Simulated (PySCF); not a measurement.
Delta-SCF ions had no search for a lower state. 

Cartesian coordinates (Å):
SMILES: [SH][InH][SH]
```xyz
6

S     -1.3554    -1.1519     0.6330
In    -0.0023     0.6035    -0.2362
S      2.3048     0.0504    -0.3827
H     -2.4997    -0.4588     0.5577
H     -0.6034     2.1196    -0.7150
H      2.1507    -1.1863     0.1098
```
Charge 0, multiplicity 1.

### Question
What total energy, HOMO–LUMO gap and vertical ionisation energy (Delta-SCF) does PBE-D3(BJ)/def2-TZVP // CAM-B3LYP-D3(BJ)/def2-TZVP in PySCF 2.14.0 give?

### Answer

```
Item                                           Value
--------------------------------------  ------------
total energy                            -988.0679 Ha
HOMO–LUMO gap                                4.11 eV
vertical ionisation energy (Delta-SCF)       8.98 eV
```
